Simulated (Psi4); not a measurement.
Cl$_{5}$Mo (SMILES [Cl][Mo]([Cl])([Cl])([Cl])[Cl]), doublet, at a GFN2-xTB geometry (such geometries of metal compounds can be far from the true shape) (core potentials on Mo). Base run: SVWN/def2-SVP (Psi4).

Geometry (Å):
```xyz
6

Mo     0.0092    -0.0755    -0.0450
Cl     1.9016    -0.1595    -1.1292
Cl     1.0363    -1.0491     1.8389
Cl    -1.0222     0.9338    -1.9077
Cl    -1.7112    -1.3957     0.2015
Cl    -0.2274     1.8570     1.1078
```
Charge 0, spin multiplicity 2.
Orbitals are unrestricted.
All else is at Psi4's defaults (density fitting).
Base energy -2363.17090 Eh.

Variants of this job, named by their change:

```csv
change,ΔE vs base (mEh),SCF cycles,grid points,basis functions,outcome
base,0.000,18,129016,121,converged
scf_type = dfdirj+link,0.000,18,129016,121,converged
dft_radial_points = 50,0.371,18,87278,121,converged
dft_radial_scheme = becke,0.011,18,112409,121,converged
basis_guess = true,-,-,-,114,not converged
dft_spherical_points = 590,-0.022,18,251494,121,converged
level_shift = 1.0,0.000,35,129016,121,converged
puream = false,-49.611,17,129016,131,converged
dft_nuclear_scheme = stratmann,-0.026,18,116804,121,converged
dft_spherical_points = 434,-0.021,18,185327,121,converged
guess = gwh,0.000,26,129016,121,converged
scf_type = disk_df,0.000,18,129016,121,converged
guess = huckel,0.000,19,129016,121,converged
```

Open shells are given as the SCF converged; they aren't shown to be the lowest states, and a large step between rows can be another state.
